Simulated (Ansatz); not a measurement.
CH9NOSi2 can be A, `C[SiH2]O[SiH2]N`, or B, `N[SiH2]OC[SiH3]`.

Calculated with Ansatz (gas phase, PBE0-D4/def2-TZVP geometries, no zero-point term in ΔE). CCSD(T)/CBS is the MP2 limit (def2-TZVPP, def2-QZVPP) plus CCSD(T) − MP2 in def2-TZVPP, frozen cores. Functionals use def2-TZVPP. B3LYP here is the variant with VWN-RPA as its local correlation; programs differ in this. Each species was taken in one conformer, which may not be the lowest.

Q: Which is lower in electronic energy at CCSD(T)/CBS, and by how much? (Estimate.)

A: Ansatz gave: A, by 229.2 kJ/mol.

Q: Give E(B) − E(A) in kJ/mol with PBE0-D4, r2SCAN-D4, HF/def2-TZVPP, B3LYP-D4, CCSD/def2-TZVPP, CCSD(T)/def2-TZVPP, B3LYP. (Best estimate.)

A: Ansatz gave: PBE0-D4 219.1, r2SCAN-D4 227.1, HF/def2-TZVPP 234.6, B3LYP-D4 222.3, CCSD/def2-TZVPP 227.3, CCSD(T)/def2-TZVPP 225.1, B3LYP 221.4. None reverses the order clearly.

Largest T1 diagnostic: 0.011.

From PBE to PBE0 (25 % exact exchange), in def2-TZVPP and without D4, E(B) − E(A) moves by +8.8 kJ/mol.
